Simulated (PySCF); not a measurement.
**How methods differ on the ionisation energy of Hg²⁺**

Hg²⁺ [Xe] 4f14 5d10 (1S) → Hg³⁺ [Xe] 4f14 5d9 (2D), as a difference of total energies. Calculation: PySCF 2.14, in ANO-RCC-VTZP (8s7p5d3f1g, 84 functions); scalar relativity by spin-free X2C-1e. Correlated levels: valence and next inner shell: [Kr] 4d10 4f14 frozen. The calculations carry no spin-orbit coupling.

```
                                method  ionisation energy (eV)  plus first-order spin-orbit estimate  error of that sum (eV)
                                   UHF                  33.509                                32.690                  -1.800
    MP2 (valence and next inner shell)                  35.245                                34.426                  -0.064
SCS-MP2 (valence and next inner shell)                  35.022                                34.203                  -0.287
   CCSD (valence and next inner shell)                  34.906                                34.087                  -0.403
CCSD(T) (valence and next inner shell)                  34.981                                34.162                  -0.328
```

Reference: 34.49 ± 0.05 eV (measured; NIST Atomic Spectra Database, ionization energies).

A first-order spin-orbit estimate (lowest level to lowest level, LS coupling) adds -0.819 eV.

Errors of the correlated levels include the incompleteness of this basis and the frozen core.
